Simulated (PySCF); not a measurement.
Stepwise substitution at one centre (Sn F-Cl). Gas-phase values, no solvent. Strings in code marks are SMILES.

The HOMO–LUMO gap from two functionals at the same geometries (PBE0-D3(BJ)/def2-TZVP), both in PySCF: PBE-D3(BJ)/def2-TZVP and ωB97X-D3(BJ)/def2-TZVP. 

| species | ωB97X-D3(BJ)/def2-TZVP (eV) |
|---|---|
| 2 of 4 F replaced by Cl (`[Sn]([Cl])([Cl])([F])[F]`) | 11.63 |
| 3 of 4 F replaced by Cl | 11.38 |
| 4 of 4 F replaced by Cl (`[Cl][Sn]([Cl])([Cl])[Cl]`) | 11.20 |

Question: What does PBE-D3(BJ)/def2-TZVP give for each?

Answer: 
- 2 of 4 F replaced by Cl (`[Sn]([Cl])([Cl])([F])[F]`): 4.52
- 3 of 4 F replaced by Cl: 4.35
- 4 of 4 F replaced by Cl (`[Cl][Sn]([Cl])([Cl])[Cl]`): 4.24
Over these rows, drawn at random from the members with no instability flagged (it was tested for open shells, ions and some series alone), PBE minus ωB97X-D3(BJ): mean -7.03 eV, from -7.11 eV to -6.96 eV.
